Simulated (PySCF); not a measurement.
**Working out the ionisation energy of Cu**

Cu [Ar] 3d10 4s1 (2S) → Cu+ [Ar] 3d10 (1S). All numbers are calculated (PySCF 2.14, no relativity, point nucleus, in def2-TZVPPD (6s6p4d2f1g, 67 functions)). Frozen: [Ne]. Energies in hartree (1 hartree = 27.21139 eV):

```json
{"part": "UHF", "Cu (lower)": "-1638.923229", "Cu+ (upper)": "-1638.686537"}
{"part": "MP2 opposite-spin", "Cu (lower)": "-0.544664", "Cu+ (upper)": "-0.525435"}
{"part": "MP2 same-spin", "Cu (lower)": "-0.285718", "Cu+ (upper)": "-0.270812"}
```

**Question.** What does Hartree-Fock give?

**Answer.** (-1638.686537) − (-1638.923229) = 0.236692 hartree = 6.441 eV.

**Question.** What do MP2 and SCS-MP2 (6/5 opposite-spin, 1/3 same-spin) give?

**Answer.** The opposite-spin parts differ by 0.523 eV and the same-spin parts by 0.406 eV. MP2: 6.441 + (0.523) + (0.406) = 7.370 eV. SCS-MP2: 6.441 + 1.2 × (0.523) + (0.406)/3 = 7.204 eV.

Measured between the centres of the two terms (NIST): 7.726 eV, so MP2 (valence and next inner shell) is off by -0.356 eV.

The calculation is non-relativistic.

What remains against the reference includes basis incompleteness, the frozen core and correlation beyond second order.
